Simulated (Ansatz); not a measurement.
Wavefunction ladder for C$_{2}$H$_{10}$NO$_{2}$SiY (`C[N](C)[Y]([OH])[O][SiH3]`)

```csv
atom,x (Å),y (Å),z (Å)
C1,1.007,-0.496,1.675
N2,-0.133,0.323,1.339
C3,-0.692,0.945,2.512
Y4,-0.842,0.536,-0.668
O5,-2.459,1.731,-0.921
O6,0.193,-0.501,-2.136
Si7,0.975,-1.292,-3.313
H8,1.431,-0.969,0.781
H9,1.813,0.087,2.147
H10,0.746,-1.303,2.378
H11,-1.030,0.203,3.254
H12,0.036,1.594,3.025
H13,-1.557,1.565,2.252
H14,-3.202,2.251,-1.209
H15,0.236,-1.219,-4.607
H16,2.334,-0.718,-3.536
H17,1.143,-2.736,-2.972
```

Total charge 0; spin multiplicity 1. Correlated methods include outer-core shells of Y, which these sets cover unevenly. Y: def2 effective core potential. The structure was optimised at the PBE0-D4/def2-TZVP level. It is one conformer, not always the lowest. Frozen core, restricted reference, Ansatz 0.2.0.

| basis | HF (Eh) | MP2 corr. | CCSD corr. | (T) | CCSD(T) total |
| --- | --- | --- | --- | --- | --- |
| def2-SVP | -612.43580 | ? | ? | -0.03254 | ? |
| def2-TZVPP | ? | ? | -1.48621 | -0.05607 | ? |
| def2-QZVPP | -612.91657 | -1.57254 | – | – | – |

**Question.** Fill in the withheld values. (Estimate.)

**Answer.** The calculation gave: def2-SVP MP2 corr.: -1.12104; def2-SVP CCSD corr.: -1.18569; def2-SVP CCSD(T) total: -613.65403; def2-TZVPP HF (Eh): -612.88917; def2-TZVPP MP2 corr.: -1.43783; def2-TZVPP CCSD(T) total: -614.43145.
